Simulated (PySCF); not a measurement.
# S: excitation energy

S [Ne] 3s2 3p4 (3P) → S [Ne] 3s2 3p3 3d1 (5D), as a difference of total energies. Computed with PySCF 2.14 in aug-cc-pV(T+d)Z (6s5p4d2f, 55 functions), with no relativity, point nucleus. Correlated levels: valence: [Ne] frozen. The calculations carry no spin-orbit coupling.

```
           method  excitation energy (eV)  error (eV)
              UHF                   8.581      +0.189
              LDA                   9.112      +0.720
              PBE                   8.973      +0.581
             PBE0                   9.057      +0.665
           r2SCAN                   9.083      +0.691
            M06-L                   9.153      +0.761
          wB97X-V                   9.515      +1.123
           B2PLYP                   9.295      +0.903
             BLYP                   9.183      +0.791
    MP2 (valence)                   9.126      +0.734
SCS-MP2 (valence)                   9.313      +0.921
```

Reference: 8.392 eV (measured; NIST levels, between the centres of gravity of the two terms).

Errors of the correlated levels include the incompleteness of this basis and the frozen core.

The promoted electron is Rydberg-like, and one or two diffuse shells describe it only roughly, which tends to raise the upper state.

In the upper state the promoted electron has a positive orbital energy at LDA, PBE, PBE0, r2SCAN, M06-L, B2PLYP, BLYP, so the basis confines it.
